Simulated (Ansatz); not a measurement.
`CC(C)(C)Br` + H₂ → `CC(C)Br` + CH₄ at 500 K and 1 bar (hydrogenolysis of a C–C bond).

Computed with Ansatz on PBE0-D4/def2-TZVP structures; ΔE is electronic, products minus reactants. CBS: MP2 limit from def2 TZ/QZ plus the TZ coupled-cluster correction, frozen cores. This one scheme is used for every species. For Br outer-core shells are correlated without core-valence functions, which leaves a few kJ/mol of doubt a bond. Scalar relativity is left out up to krypton.

```csv
species,CCSD(T)/CBS energy (Eh),H − E (kJ/mol),S (J/(mol·K))
`CC(C)(C)Br`,-2730.96967,367.6,398.0
H₂,-1.17544,41.0,145.5
`CC(C)Br`,-2691.70361,285.2,367.5
CH₄,-40.46206,135.6,206.8
```

H − E and S are ideal-gas, rigid-rotor, harmonic terms from PBE0-D4/def2-TZVP. The MP2-based limit puts H₂ 0.8 mEh under its directly extrapolated value; such offsets cancel only in part. 1 Eh = 2625.50 kJ/mol, R = 8.31446 J/(mol·K).

Question: By hand: ΔE, ΔH, ΔS and ΔG.

Answer: ΔE = (-2691.70361) + (-40.46206) − (-2730.96967) − (-1.17544) = -0.02056 Eh = -54.0 kJ/mol. Δ(H − E) = 285.2 + 135.6 − 367.6 − 41.0 = 12.2, so ΔH = -41.8 kJ/mol. ΔS = 367.5 + 206.8 − 398.0 − 145.5 = 30.8 J/(mol·K). ΔG = -41.8 − 500 × (30.8)/1000 = -57.2 kJ/mol.

Question: By hand: the equilibrium constant, and the temperature at which ΔG would vanish if ΔH and ΔS stayed fixed.

Answer: log₁₀ K = −ΔG/(RT ln 10) = 6.0. ΔH and −TΔS have one sign here, so there is no such temperature.

TΔS isn't small against ΔH here. A doubt of 5 kJ/mol in ΔE shifts log₁₀ K by 0.5 here. These are equilibria of isolated gas molecules and say nothing of rates. Largest T1 diagnostic: 0.008 (customary marks: 0.02 for closed shells, 0.045 for open ones).
